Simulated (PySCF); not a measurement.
Nuclear quadrupole coupling in `C#CCC(=O)OC(F)(F)F`

C5H3F3O2.
Structure used (GFN2-xTB), in Å, numbered top down from 1:
```xyz
13
C5H3F3O2 angstrom
C      2.488   -1.949   -1.240
C      1.473   -1.635   -0.692
C      0.244   -1.251   -0.029
C      0.038    0.234   -0.056
O      0.712    1.085   -0.523
O     -1.175    0.515    0.605
C     -1.574    1.790    0.707
F     -1.775    2.375   -0.472
F     -0.723    2.555    1.388
F     -2.731    1.813    1.360
H      3.378   -2.230   -1.719
H     -0.615   -1.725   -0.513
H      0.254   -1.577    1.015
```

Field gradients from the B3LYP/pcJ-1 density (PySCF, non-relativistic), principal values in atomic units, ordered |Vxx| ≤ |Vyy| ≤ |Vzz|:

| atom | Vxx | Vyy | Vzz |
| --- | --- | --- | --- |
| O5 | 0.4749 | 1.1959 | -1.6708 |
| O6 | -0.4761 | -1.3166 | 1.7926 |

Find the asymmetry η = (Vxx − Vyy)/Vzz and the couplings χ = eQV/h (234.96 MHz × Q in barn × V in au), with Q(17O) = −0.0256 b.

| atom | environment | nucleus | η | χzz (MHz) | χxx (MHz) | χyy (MHz) |
| --- | --- | --- | --- | --- | --- | --- |
| O5 | ester carbonyl oxygen | 17O | 0.43 | 10.05 | -2.86 | -7.19 |
| O6 | ester single-bonded oxygen | 17O | 0.47 | -10.78 | 2.86 | 7.92 |

The tensor is traceless: Vxx + Vyy + Vzz = 0.

What is Vzz at O6 in SI units (1 au = 9.71736 × 10²¹ V/m²)?

1.7926 au = 17.420 × 10²¹ V/m².

And the gradient at the other heavy atoms, for which no coupling is worked out here?

```json
{"atom": "C1", "environment": "terminal alkyne carbon", "Vzz (au)": "-0.267", "η": "0.14"}
{"atom": "C2", "environment": "alkyne carbon", "Vzz (au)": "-0.220", "η": "0.12"}
{"atom": "C3", "environment": "sp3 carbon next to a carbonyl", "Vzz (au)": "0.124", "η": "0.64"}
{"atom": "C4", "environment": "ester carbonyl carbon", "Vzz (au)": "-0.457", "η": "0.38"}
{"atom": "C7", "environment": "CF3 carbon", "Vzz (au)": "-0.117", "η": "0.12"}
{"atom": "F8", "environment": "fluorine of a CF3 group", "Vzz (au)": "2.940", "η": "0.01"}
{"atom": "F9", "environment": "fluorine of a CF3 group", "Vzz (au)": "2.940", "η": "0.00"}
{"atom": "F10", "environment": "fluorine of a CF3 group", "Vzz (au)": "2.959", "η": "0.01"}
```

Were the hydrogens deuterons (Q(2H) = 0.00286 b), χzz would run from 190 kHz (H13 and H12) to 257 kHz (H11).

Geometry: GFN2-xTB, one conformer, isolated molecule. GFN2-xTB bond lengths can be off by several hundredths of an ångström, more for odd bonds, and the gradients follow them. These gradients aren't converged with respect to the basis.
